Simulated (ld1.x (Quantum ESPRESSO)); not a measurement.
**u(r) = r·R(r): atom against pseudo-atom (oxygen (O))**

Columns: radius, all-electron u(r) and pseudo u(r) of the 2p shell (level -9.30 eV) of oxygen in the configuration [He] 2s1.75 2p4.25; LDA (PZ), scalar-relativistic, PAW scheme, ld1.x (Quantum ESPRESSO) 7.5.

```csv
r (bohr),all-electron,pseudo
0.093,0.0921,0.0115
0.185,0.2631,0.0445
0.278,0.4372,0.0975
0.370,0.5820,0.1655
0.463,0.6931,0.2452
0.555,0.7692,0.3296
0.648,0.8166,0.4149
0.740,0.8397,0.4941
0.833,0.8444,0.5642
0.925,0.8352,0.6204
1.018,0.8157,0.6616
1.110,0.7895,0.6861
1.203,0.7583,0.6949
1.295,0.7246,0.6895
1.388,0.6889,0.6722
1.480,0.6529,0.6465
1.573,0.6167,0.6150
1.665,0.5814,0.5812
1.758,0.5466,0.5467
1.850,0.5134,0.5135
1.943,0.4813,0.4813
2.035,0.4508,0.4508
2.128,0.4216,0.4216
2.220,0.3941,0.3941
2.313,0.3679,0.3679
2.405,0.3434,0.3434
```

(1) How many radial nodes do the two functions have?

(2) At about which radius was the pseudo-wave matched?

(3) Is the pseudo-wave norm-conserving?

Answers

(1) The all-electron 2p function has n − l − 1 = 0; the pseudo-wave has 0.

(2) 1.85 bohr. The columns agree to 0.0005 from 1.67 bohr on; several derivatives are matched, so the curves merge somewhat inside the radius.

(3) No, it belongs to a PAW set: the norm inside the radius is not constrained, and the difference is carried by the augmentation charge.
